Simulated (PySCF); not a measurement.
Co: excitation energy

Co [Ar] 3d7 4s2 (4F) → Co [Ar] 3d8 4s1 (4F), as a difference of total energies. Computed with PySCF 2.14 in ANO-RCC-VTZP (6s5p3d2f1g, 59 functions), with the spin-free X2C one-electron Hamiltonian (Gaussian nucleus). Correlated levels: valence and next inner shell: [Ne] frozen. The calculations carry no spin-orbit coupling.

| method | excitation energy (eV) |
| --- | --- |
| UHF | 1.750 |
| MP2 (valence and next inner shell) | -0.287 |
| SCS-MP2 (valence and next inner shell) | 0.069 |
| CCSD (valence and next inner shell) | 0.733 |
| CCSD(T) (valence and next inner shell) | 0.724 |

Q: How much does correlation contribute at CCSD(T) (valence and next inner shell)?

A: 0.724 − (1.750) = -1.026 eV, measured against UHF.

Errors of the correlated levels include the incompleteness of this basis and the frozen core.

For comparison: 0.417 eV (measured; NIST levels, between the centres of gravity of the two terms).
